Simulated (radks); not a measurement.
Sb5+, configuration [Kr] 4d10.

Calculated with a radial shooting solver on a logarithmic mesh with Libxc functionals: scalar-relativistic Kohn-Sham, BLYP, spin-polarised, spherical densities, point nucleus.

Energy parts (eV):
part                       energy
total                 -176238.015
kinetic                184341.654
electron-nucleus      -423573.079
Hartree                 67597.006
exchange-correlation    -4603.597

Orbitals (lengths in bohr, moments of r in powers of bohr; r(90%) holds 90 % of the orbital's charge):
| orbital | occ. | eigenvalue (eV) | <r> | <r^2> | r(90%) |
|---|---|---|---|---|---|
| 1s | 2 | -30368.84 | 0.02842 | 0.001094 | 0.0511 |
| 2s | 2 | -4670.035 | 0.1226 | 0.01773 | 0.189 |
| 2p | 6 | -4198.771 | 0.1071 | 0.01401 | 0.174 |
| 3s | 2 | -961.4319 | 0.3306 | 0.1249 | 0.486 |
| 3p | 6 | -807.8343 | 0.3288 | 0.1254 | 0.494 |
| 3d | 10 | -573.3558 | 0.3054 | 0.1106 | 0.481 |
| 4s | 2 | -205.5172 | 0.7890 | 0.7037 | 1.14 |
| 4p | 6 | -158.3513 | 0.8485 | 0.8209 | 1.24 |
| 4d | 10 | -89.4862 | 1.004 | 1.177 | 1.53 |

The highest occupied level is 4d at -89.486 eV. The density falls to 0.001 e/bohr^3 at r = 2.61 bohr.
